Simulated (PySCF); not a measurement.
# A small calculation by hand: entropy of an ideal gas

ReO3, SMILES [O]=[Re+](=[O])=[O], charge +1, multiplicity 1.

Geometry: PBE0-D3(BJ)/def2-TZVP. The multiplicity is an assumed one; other spin states were not compared. The isomer is the one that the SMILES or the coordinates give; other isomers of the formula were not compared. The def2 effective core potentials stand for the cores of Re; spin–orbit coupling is left out.

PBE0-D3(BJ)/def2-TZVP (PySCF) gives the harmonic wavenumbers 347, 384, 384, 1049, 1049, 1117 cm⁻¹ and the rotational temperatures 0.3319, 0.3319, 0.2135 K. The molar mass is 234.20 g/mol, the symmetry number 3, the spin multiplicity 1.

**Question.** Work out the entropy at 298.15 K and 1 atm in the rigid-rotor, harmonic-oscillator model.

**Answer.** 
Translation (Sackur–Tetrode at 1 atm): S = R[1.5 ln M + 2.5 ln T − 1.16487] = 176.8 J/(mol K).
Rotation: q = (√π/σ) T^1.5/√(θA θB θC) = 19800, S = R[ln q + 3/2] = 94.7 J/(mol K).
Vibration: with u = 1.4388 ν/T, each mode gives R[u/(e^u − 1) − ln(1 − e^−u)]:
```
ν (cm⁻¹)  modes     u  S (J/(mol K))
--------  -----  ----  -------------
347           1  1.67           4.94
384           2  1.85           8.56
1049          2  5.06           0.64
1117          1  5.39           0.24
```
These are all the modes. Sum 14.4 J/(mol K).
Spin: R ln 1 = 0.0 J/(mol K).
Total 285.9 J/(mol K); the program's own thermochemistry gives 285.9. Translation makes up 62 % and vibration 5 %. Anharmonicity, hindered rotation and orbital degeneracy are left out.
